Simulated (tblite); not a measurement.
C₅H₁₀SSi.
SMILES: `C1C[C@@H]2C[C@H]1[SiH2]S2`

Calculated harmonic vibrations of the isolated species, GFN2-xTB (tblite), most abundant isotopes, no scaling. Errors from tens to a few hundred cm⁻¹ against measured bands are possible. Modes of hydrogen on silicon can be 10 to 20 % off.

Harmonic wavenumbers (cm⁻¹): 108.2, 251.0, 313.3, 333.8, 395.0, 496.3, 512.3, 523.1, 613.4, 629.3, 660.7, 704.4, 764.8, 772.4, 842.2, 946.0, 960.6, 979.2, 987.6, 1000.6, 1067.1, 1098.2, 1111.2, 1138.9, 1161.6, 1206.1, 1218.5, 1222.4, 1257.5, 1275.9, 1305.6, 1311.5, 1483.8, 1489.6, 1511.8, 2305.0, 2317.6, 2954.6, 2958.5, 2981.2, 2987.7, 2995.1, 2999.4, 3004.4, 3010.1.

A = 2593, B = 2068, C = 1590 MHz; mass 130.027 u (most abundant isotopes); point group C1, symmetry number 1.

Question: Zero-point energy?

Answer: ½Σν̃ = 30084 cm⁻¹ = 86.01 kcal/mol.

Question: Entropy at 200 K, 1 bar (ideal gas, RRHO, classical rotation)?

Answer: Translation 38.54, rotation 26.83, vibration 6.89: S = 72.3 cal/(mol K).

Question: And Cp and H(200 K) − H(0)?

Answer: Cp = 20.27 cal/(mol K), of which vibrations give 12.32 (their classical limit is 45 R = 89.4); H(200 K) − H(0) = 2.49 kcal/mol without the zero-point energy, 0.90 from vibrations.

Question: Which modes carry the vibrational entropy at 200 K?

Answer: 108.2 cm⁻¹: 2.53; 251.0 cm⁻¹: 1.06; 313.3 cm⁻¹: 0.75; 333.8 cm⁻¹: 0.66; 395.0 cm⁻¹: 0.47; 496.3 cm⁻¹: 0.26 cal/(mol K); the other 39 give 1.15 together.

Question: What must be added to the electronic energy to get the Gibbs energy at 200 K and 1 bar?

Answer: ZPE + [H(200 K) − H(0)] − T·S = 86.01 + 2.49 − 14.45 = 74.05 kcal/mol.

Hindered rotation and anharmonicity are outside this model. The structure is chiral; the term R ln 2 for an equal mix with its mirror image is left out.

On one thread of an Arm Neoverse N1, no GPU, shared host with 64 logical CPUs at a one-minute load of 60, this took 1.1 s of wall time. This covers the Hessian and the dipole derivatives.
